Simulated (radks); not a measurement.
Question: These are the eigenvalues of the occupied orbitals of an atom or ion with whole-number occupations (hartree). Method: scalar-relativistic Kohn-Sham, PBE, spin-polarised, spherical densities, finite nucleus; Fermi nuclear charge, rms radius of each element as measured or else 0.836 A^(1/3) + 0.57 fm; computed with a radial shooting solver on a logarithmic mesh with Libxc functionals.

1s up: -2178.710
1s down: -2178.706
2s up: -367.8954
2s down: -367.8922
2p up: -324.9158
2p down: -324.9127
3s up: -82.95179
3s down: -82.93302
3p up: -69.93234
3p down: -69.91348
3d up: -53.84701
3d down: -53.83202
4s up: -16.63907
4s down: -16.60071
4p up: -12.36291
4p down: -12.32444
4d up: -6.68118
4d down: -6.64089
5s up: -2.32668
5p up: -1.32524
5p down: -1.28117
4f up: -0.48406
4f down: -0.43905
6s up: -0.28065
6s down: -0.27494
7s up: -0.05678

Which element is it, and in what charge state? The configuration may be excited. Open shells, if any, are filled with parallel spins first.

Answer: Z = 69, thulium, charge 0: Tm in [Kr] 4d10 4f13 5s1 5p6 6s2 7s1. The list shows which subshells hold electrons but not how many an open one holds; the 1s level, -2178.7 hartree, gives Z - s = 66.0 by -(Z - s)^2/2, which with screening and relativity narrows Z to a few neighbours, and the depths of the outer levels then fix element, charge and occupations together.
